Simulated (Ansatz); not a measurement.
CH$_{4}$BBrOSi (`BrB1C[SiH2]O1`). Charge 0, multiplicity 1. Geometry: relaxed with PBE0-D4/def2-TZVP.

```xyz
9

Br    2.198   -0.582    2.009
B     0.938   -0.194    0.622
C    -0.651   -0.125    0.673
Si   -0.319    0.278   -1.115
O     1.316    0.087   -0.657
H    -1.060    0.659    1.310
H    -1.147   -1.068    0.904
H    -0.576    1.657   -1.595
H    -0.698   -0.713   -2.151
```

Question: What is the dipole moment at ωB97M-V/def2-TZVPP? (Estimate.)

Answer: Computed: 2.60 D, with components (-2.49, 0.29, -0.71) D in this frame, pointing from negative to positive charge.

Question: And with PBE, r2SCAN, B3LYP? (Best estimate.)

Answer: The calculation gave: PBE 2.39 D, r2SCAN 2.52 D, B3LYP 2.57 D.

Question: Give the Mulliken charges with ωB97M-V, r2SCAN, B3LYP in def2-TZVPP. (Estimate.)

Answer: Computed: 
| atom | ωB97M-V | r2SCAN | B3LYP |
| --- | --- | --- | --- |
| Br1 | -0.07 | -0.08 | -0.09 |
| B2 | 0.23 | 0.27 | 0.26 |
| C3 | -0.41 | -0.34 | -0.36 |
| Si4 | 0.35 | 0.44 | 0.42 |
| O5 | -0.32 | -0.34 | -0.32 |
| H6 | 0.13 | 0.10 | 0.11 |
| H7 | 0.13 | 0.10 | 0.11 |
| H8 | -0.02 | -0.07 | -0.07 |
| H9 | -0.02 | -0.07 | -0.07 |

B3LYP here is the variant with VWN-RPA as its local correlation; programs differ in this.
